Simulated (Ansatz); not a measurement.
Isolated molecules relaxed with PBE0-D4/def2-TZVP in Ansatz; ΔE leaves out vibrations. CBS: MP2 limit from def2 TZ/QZ plus the TZ coupled-cluster correction, frozen cores. This one scheme is used for every species, atoms too. No spin–orbit coupling; open shells (•) take unrestricted orbitals. Spin–orbit coupling would lower the free atoms: a little for B, O; strongly for Sn. Elements past krypton have def2 core potentials. For Sn outer-core shells are correlated without core-valence functions, so the limit isn't a true one: a few kJ/mol of doubt a bond, and 10 to 20 or more in all where bonds break to atoms. Each species was taken in one conformer, which may not be the lowest.

`[BH2][SnH2][OH]` → B• + 5 H• + O• + Sn•  (atomization)

| species | CCSD(T)/CBS(def2) energy (Eh) |
| --- | --- |
| `[BH2][SnH2][OH]` | -316.96213 |
| B• | -24.60433 |
| H• | -0.50000 |
| O• | -75.00631 |
| Sn• | -213.97081 |

(1) Work out ΔE.

Largest T1 diagnostic among the species: 0.014.

Answers

(1) ΔE = 5 × (-0.50000) + (-24.60433) + (-75.00631) + (-213.97081) − (-316.96213) = 0.88068 Eh = +2312.2 kJ/mol.

At CCSD(T), def2-SVP lies −184.1 kJ/mol from the extrapolated value and def2-TZVPP −64.1 kJ/mol: correlation converges slowly with the basis, and small sets miss more of it in the bonded molecule than in its fragments. In def2-TZVPP, CCSD(T) changes the Hartree–Fock value by +601.9 kJ/mol (the triples alone add +30.2 kJ/mol) and MP2 by +600.9 kJ/mol; breaking electron pairs costs correlation energy, which Hartree–Fock lacks.

For atomizations the MP2-based limit and the directly extrapolated one differ by several kJ/mol either way, and by 10 to 25 for some Ge, Se and Sn compounds, so smaller differences from it don't rank the levels.
